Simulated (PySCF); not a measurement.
AgBr: frontier orbitals

PBE0 at R = 2.421 Å; PySCF, scalar-relativistic core potentials, basis sets Ag cc-pVDZ-PP with ECP28, Br cc-pVDZ-PP with ECP10. State: ³Π (triplet), unpaired electrons σ ↑, π ↑, a second solution, started from another occupation. Only the outer orbitals are listed, counted within each symmetry, core potentials removing the inner ones.

| spin | orbital | occ. | ε (eV) | on Ag (%) | main shells (%) |
| --- | --- | --- | --- | --- | --- |
| α | 2δ | 1 | -10.23 | 100 | 99 Ag d |
| α | 2δ | 1 | -10.23 | 100 | 100 Ag d |
| α | 5π | 1 | -10.05 | 49 | 50 Br p, 49 Ag d |
| α | 5π | 1 | -9.19 | 30 | 70 Br p, 29 Ag d |
| α | 8σ | 1 | -9.13 | 62 | 52 Ag d, 38 Br p, 9 Ag s |
| α | 9σ | 1 | -4.76 | 93 | 84 Ag s, 9 Ag p |
| α | 6π | 0 | -0.36 | 100 | 100 Ag p |
| α | 6π | 0 | -0.21 | 99 | 99 Ag p |
| α | 10σ | 0 | 0.80 | 106 | 100 Ag p |
| β | 2δ | 1 | -9.95 | 99 | 99 Ag d |
| β | 2δ | 1 | -9.95 | 100 | 100 Ag d |
| β | 4π | 1 | -9.83 | 77 | 77 Ag d, 22 Br p |
| β | 5π | 1 | -8.81 | 29 | 71 Br p, 28 Ag d |
| β | 8σ | 1 | -8.71 | 61 | 48 Ag d, 39 Br p, 10 Ag s |
| β | 5π | 0 | -6.53 | 25 | 75 Br p, 23 Ag d |
| β | 9σ | 0 | -2.16 | 94 | 90 Ag s |
| β | 6π | 0 | 0.47 | 98 | 98 Ag p |

Question: Which are the highest filled and the lowest empty level, where do they sit, and how wide is the gap?

Answer: Highest filled α 9σ at -4.76 eV (in %: 84 Ag s, 9 Ag p); lowest empty β 5π at -6.53 eV (in %: 75 Br p, 23 Ag d); the gap at PBE0 is -1.77 eV.

The bond order (Mayer) is 0.82. The ⟨S²⟩ is 2.005. The charge on Ag (Mulliken, basis-dependent) is -0.03 and the charge on Ag (Löwdin, basis-dependent) is -0.29. The dipole moment (positive dipole means Ag(−)Br(+)) is 1.62 D.

Shares are Mulliken populations and can fall outside 0 to 100 %.

Spin–orbit coupling is left out. Counting both spins, an empty level lies below a filled one in this solution, because spin and occupation are held.
